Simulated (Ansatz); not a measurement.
Cartesian coordinates in Å:
```
F 1.040 -3.298 -0.148
C 0.325 -2.377 -0.801
F 1.173 -1.457 -1.274
F -0.253 -2.967 -1.846
C -0.691 -1.766 0.140
O -1.428 -0.800 -0.559
Si -1.888 0.644 0.019
Cl -2.785 1.580 -1.531
Cl -3.147 0.447 1.587
O -0.630 1.499 0.583
C 0.530 1.822 -0.137
C 1.726 1.676 0.780
F 1.846 0.425 1.237
F 2.841 1.977 0.108
F 1.648 2.484 1.836
H -1.348 -2.566 0.493
H -0.143 -1.350 0.991
H 0.693 1.167 -0.997
H 0.491 2.859 -0.478
```

Charge 0, multiplicity 1.

Task: List the B3LYP/def2-TZVPP orbital energies in eV (Ansatz). (Best estimate.)

Result: Ansatz gave: Occupied: -2763.13, -2763.13, -1802.19, -673.00, -673.00, -672.99, -672.99, -672.92, -672.92, -521.88, -521.88, -284.03, -284.03, -279.69, -279.69, -257.90, -257.90, -196.92, -196.92, -196.78, -196.78, -196.78, -196.78, -146.40, -101.76, -101.73, -101.72, -36.44, -36.43, -34.00, -34.00, -33.96, -33.95, -29.63, -29.08, -23.71, -23.08, -21.78, -21.70, -18.98, -18.85, -17.09, -16.90, -16.89, -16.86, -16.27, -16.09, -15.55, -14.89, -14.33, -13.73, -13.44, -13.35, -13.32, -13.25, -12.85, -12.66, -12.32, -12.29, -12.26, -12.15, -11.94, -11.78, -11.75, -11.37, -10.63, -10.25, -10.19, -9.92, -9.86, -9.44, -9.40, -9.18. Lowest empty: -0.08, 0.83, 0.87, 1.02, 1.19, 1.87, 1.88, 2.24.

B3LYP here is the variant with VWN-RPA as its local correlation; programs differ in this.
